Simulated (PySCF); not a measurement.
Compound: C9HN.
Numbering: `[CH:1]#[C:2][C:3]#[C:4][C:5]#[C:6][C:7]#[C:8][C:9]#[N:10]` (hydrogens: H11 on C1)

The geometry is computed with GFN2-xTB (gas phase).

Problem. Give the optimised bond lengths and angles.

Solution. 
```tsv
bond	length (bohr)
C1≡C2	2.283
C2–C3	2.543
C3≡C4	2.309
C4–C5	2.520
C5≡C6	2.315
C6–C7	2.520
C7≡C8	2.310
C8–C9	2.552
C9≡N10	2.178
C1–H11	1.981
```

A selection of angles:
```tsv
angle	degrees
C1–C2–C3	180.0
C2–C3–C4	180.0
C3–C4–C5	180.0
C4–C5–C6	179.9
C5–C6–C7	179.9
C6–C7–C8	180.0
C7–C8–C9	180.0
C8–C9–N10	179.9
```

The 8 C–C bonds span 1.208 Å (C1≡C2, drawn triple) to 1.351 Å (C8–C9, drawn single), a spread of 0.143 Å.

Point group: C∞v (every atom within 0.08 Å of its image). Not checked by GFN2-xTB frequencies.
